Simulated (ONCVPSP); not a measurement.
# Potentials for oxygen compared

Generated with ld1.x 7.5 (TM, RRKJ, ultrasoft, PAW), atompaw 4.2 or ONCVPSP 4.0.1. The cutoff is in Ry: for ld1.x and atompaw files where the sum of valence levels is converged to 10 mRy in a Bessel basis, for ONCV files where the hardest occupied wave has 1 mHa per electron of residual kinetic energy. The error is the largest all-electron minus pseudo excitation energy over each file’s own four to seven test configurations (ionisations up to +4, promotions, holes and added fractions of an electron), all of which were solved. The labels leave out finer settings (local radius, basis sizes, second energies), which also bear on the numbers. Spin-polarised tests are not counted. The rows are a selection from randomly drawn settings: files with unsolved tests, undetermined cutoffs or missed reference levels are left out.

A true bound ghost makes a file unfit for plane-wave use even where its test errors are small: the radial tests pick states by their node count and pass the ghost by.

| potential | cutoff (Ry) | largest error (meV) | bound ghosts |
| --- | --- | --- | --- |
| ONCV, PBEsol, scalar-relativistic, rc 0.80/1.15/1.20 (spd), local s, core correction yes, reference 2s1.75 2p4.25, qcut 10.5/12.1/9.2, projectors 0/2/2 | 94 | +49 | none |
| ONCV, PBE, scalar-relativistic, rc 0.70/1.95 (sp), local smoothed, core correction no, reference 2s2 2p4, qcut 10.6/8.2, projectors 2/2 | 85 | +2011 | none |
| ONCV, LDA (Perdew-Wang 92), scalar-relativistic, rc 0.85/1.60 (sp), local smoothed, core correction no, reference 2s2 2p4, qcut 6.3/10.4, projectors 1/1 | 308 | +860 | none |
| ONCV, PBE, scalar-relativistic, rc 0.80/1.95 (sp), local smoothed, core correction yes, reference 2s2 2p3.5, qcut 8.5/8.5, projectors 2/3 | 80 | +4517 | none |
| ONCV, LDA (Perdew-Wang 92), non-relativistic, rc 0.65/1.85/1.55 (spd), local s, core correction no, reference 2s2 2p4, qcut 7.9/6.7/7.9, projectors 0/2/2 | 132 | +1872 | none |
| ONCV, PBE, scalar-relativistic, rc 0.85/1.90 (sp), local s, core correction yes, reference 2s1 2p5, qcut 8.8/5.7, projectors 0/2 | 78 | +1508 | none |
| ONCV, PBEsol, scalar-relativistic, rc 0.90/1.50/1.65 (spd), local s, core correction no, reference 2s2 2p4, qcut 9/9.6/6.3, projectors 0/2/2 | 74 | +756 | none |
| ONCV, PBE, scalar-relativistic, rc 0.60/1.50/1.60 (spd), local s, core correction yes, reference 2s2 2p4, qcut 8.4/10.2/7.1, projectors 0/2/1 | 86 | +675 | none |

**Question.** Fill in the row for O: ONCV, PBEsol, scalar-relativistic, rc 0.75/1.20 (sp), local smoothed, core correction no, reference 2s2 2p4, qcut 11/14.3, projectors 3/3.

**Answer.** cutoff 105 Ry, largest error +185 meV, bound ghosts: s.
